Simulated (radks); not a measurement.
Sr2+, configuration [Kr] (the NIST ground configuration). Calculated with a radial shooting solver on a logarithmic mesh with Libxc functionals: scalar-relativistic Kohn-Sham, PBE, spin-unpolarised, spherical densities, finite nucleus; Fermi nuclear charge, rms radius 4.224 fm.

Normalised radial functions P(r) = r R(r), r in bohr:

```
   r/bohr * 2s, o 4s, + 5s (the largest magnitude, 2.54, reaches the edge; | marks zero, & curves that meet)
 0.004783                             +o     *
 0.006379                             |&      *
 0.008508                             |+o       *
  0.01135                             |+o         *
  0.01514                             |+o          *
  0.02019                             |+o           *
  0.02692                             |+o         *
  0.03591                             +o       *
  0.04751                             &  *
  0.06337                       *    o+
  0.08452             *            o +|
   0.1127     *                    o +|
   0.1504  *                       o +|
   0.2005      *                      &
   0.2675               *             |+ o
   0.3567                       *     | +  o
    0.472                           * |+  o
   0.6296                            &*
   0.8397                      o   +  *
     1.12                   o      +  *
    1.494                    o       +*
    1.992                       o     *  +
    2.657                           o *     +
    3.544                            o*     +
    4.689                             &   +
    6.254                             & +
    8.342                             &
    11.13                             &
```

2s: eigenvalue -2172.1 eV, 1 radial node at r = 0.0522 bohr, <r> = 0.172 bohr, 90 % of the charge inside 0.267 bohr. 4s: eigenvalue -54.724 eV, 3 radial nodes at r = 0.0499, 0.203, 0.593 bohr, <r> = 1.35 bohr, 90 % of the charge inside 1.98 bohr. 5s (empty): eigenvalue -13.595 eV, 4 radial nodes at r = 0.0499, 0.202, 0.577, 1.62 bohr, <r> = 3.50 bohr, 90 % of the charge inside 5.02 bohr.
